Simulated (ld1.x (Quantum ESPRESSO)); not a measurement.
Before and after: TM semilocal potential for Cd

ld1.x (Quantum ESPRESSO) 7.5 input, shortened:

```
&input
   title='Cd', zed=48., rel=1, dft='PBE', iswitch=3,
   config='[Kr] 4d10 5s2 5p0'
 /
 &inputp
   pseudotype=1, tm=.true., lloc=0,
   nlcc=.true., rcore=0.75
 /
3
4P  2  1   6.00   0.00  1.00  1.00  0.0
4D  3  2  10.00   0.00  1.65  1.65  0.0
5S  1  0   2.00   0.00  1.70  1.70  0.0
 &test
   configts(1)='4p6 4d10 5s2 5p0'
 /
```

All-electron outer shells of the reference configuration (PBE, scalar-relativistic, ld1.x):

| shell | level (eV) | outermost node (bohr) | outermost maximum (bohr) |
| --- | --- | --- | --- |
| 3d | -393.64 | – | 0.27 |
| 4s | -105.92 | 0.43 | 0.79 |
| 4p | -66.97 | 0.43 | 0.84 |
| 4d | -11.73 | 0.42 | 0.98 |
| 5s | -5.66 | 1.07 | 2.35 |
| 5p | -1.18 | 1.20 | 3.33 |

Change: all radii but the core radius scaled by about 1.06 (s 1.80, p 1.06, d 1.76 bohr).

Cutoffs: the cutoffs (Ry, on a coarse ladder) from which the occupation-weighted sum of valence levels, in a spherical-Bessel basis at the reference potential, stays within 10 and 1 mRy of its value at 400 Ry; they do not see the model core or the augmentation charge, which bear on the density cutoff. Errors are all-electron minus pseudo energies relative to the spin-unpolarised reference configuration.

Task: Predict the effect on cutoff, ghosts and configuration errors.

Result: The potential gets neither clearly harder nor softer (160 Ry and 230 Ry → 160 Ry and 200 Ry); the p channel sets the loose cutoff, while the largest relative change is in s, which becomes softer; of the 7 tests that both files solve, the error grows in 4 and shrinks in 2 by more than 15 % and 0.3 meV (median size 7.5 → 4.9 meV); neither file shows a bound ghost. A semilocal file is local in each channel, so a ghost entry of none says nothing of the separable form that plane-wave codes build from it.

| quantity | base | changed |
| --- | --- | --- |
| cutoff, loose | 160 Ry | 160 Ry |
| cutoff, tight | 230 Ry | 200 Ry |
| loose cutoff by channel (10 mRy a level) | p 90 Ry, d 55 Ry, s 21 Ry | p 90 Ry, d 55 Ry, s 18 Ry |
| bound ghosts | none | none |
| error for 4p6 4d10 5s1 5p0, meV [ΔE 9.27 eV] | -2.4 | -3.8 |
| error for 4p6 4d10 5s0 5p0, meV [ΔE 26.40 eV] | -20 | -25 |
| error for 4p6 4d9 5s0 5p0, meV [ΔE 64.41 eV] | -7.5 | -4.9 |
| error for 4p5 4d10 5s2 5p0, meV [ΔE 74.20 eV] | -3.5 | -76 |
| error for 4p6 4d8 5s0 5p0, meV [ΔE 118.47 eV] | -18 | -2.8 |
| error for 4p6 4d10 5s1.5 5p0, meV [ΔE 3.71 eV] | -0.7 | -1.0 |
| error for 4p6 4d10 5s0 5p1, meV [ΔE 15.05 eV] | +18 | +19 |
